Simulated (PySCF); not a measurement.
**Sr⁺: ionisation energy**

Sr⁺ [Kr] 5s1 (2S) → Sr²⁺ [Kr] (1S), as a difference of total energies. Calculation: PySCF 2.14, in x2c-TZVPall (8s6p6d1f, 63 functions); scalar relativity by spin-free X2C-1e. The calculations carry no spin-orbit coupling.

```json
{"method": "UHF", "ionisation energy (eV)": "10.451", "error (eV)": "-0.579"}
{"method": "M06-L", "ionisation energy (eV)": "10.300", "error (eV)": "-0.730"}
{"method": "PBE", "ionisation energy (eV)": "11.179", "error (eV)": "+0.149"}
```

Reference: 11.030 eV (measured; NIST Atomic Spectra Database, ionization energies).
